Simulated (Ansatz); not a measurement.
Relaxation of Cl2GaH4OP (9 atoms, charge 0, multiplicity 1), to a largest force component of 0.03 eV/Å in at most 50 steps.

Method: RKS r2SCAN/def2-SVP in Ansatz 0.2.0.

```xyz
9
Properties=species:S:1:pos:R:3
Ga 0.261 0.679 -0.409
O -0.062 -0.069 2.451
H -0.987 -0.346 2.368
Cl 1.935 -0.339 -1.287
Cl -1.670 -0.162 -0.865
P 0.455 2.612 0.813
H 1.787 2.232 1.160
H 0.906 3.395 -0.299
H -0.142 0.882 2.695
```

Q: Where does it end, and by what steps?

A: The forces met the threshold. The force dipped under the threshold on the way, but the program's further checks kept it going. After 18 steps the energy has fallen by 0.617 eV; H7 moved furthest, 1.08 Å. Joined: Ga1–O2 (2.97 → 2.12 Å).

| step | energy less start (eV) | largest force component (eV/Å) | accepted |
| --- | --- | --- | --- |
| 0 | 0.0000 | 0.797 | yes |
| 1 | -0.0890 | 1.249 | yes |
| 2 | -0.3178 | 1.045 | yes |
| 3 | -0.4390 | 0.695 | yes |
| 4 | -0.5243 | 0.270 | yes |
| 5 | -0.5425 | 0.852 | yes |
| 6 | -0.5603 | 0.436 | yes |
| 7 | -0.5893 | 0.195 | yes |
| 8 | -0.6026 | 0.078 | yes |
| 9 | -0.5923 | 0.650 | no |
| 10 | -0.6087 | 0.049 | yes |
| 11 | -0.6112 | 0.178 | yes |
| 12 | -0.6128 | 0.139 | yes |
| 13 | -0.6151 | 0.017 | yes |
| 14 | -0.6159 | 0.056 | yes |
| 15 | -0.6161 | 0.066 | yes |
| 16 | -0.6164 | 0.036 | yes |
| 17 | -0.6165 | 0.037 | yes |
| 18 | -0.6166 | 0.009 | yes |

```xyz
9
Properties=species:S:1:pos:R:3
Ga 0.409 0.673 0.184
O -0.194 -0.242 1.999
H -1.074 -0.607 1.793
Cl 1.947 -0.706 -0.454
Cl -1.564 0.280 -0.690
P 0.872 2.815 0.936
H 2.177 2.837 0.357
H 0.243 3.416 -0.196
H -0.333 0.416 2.699
```

Whether the end is a true minimum wasn't checked by a vibrational analysis.

Time of the run: 65 s on 4 threads of Arm Neoverse V2, on a shared host, peak memory 0.23 GiB.
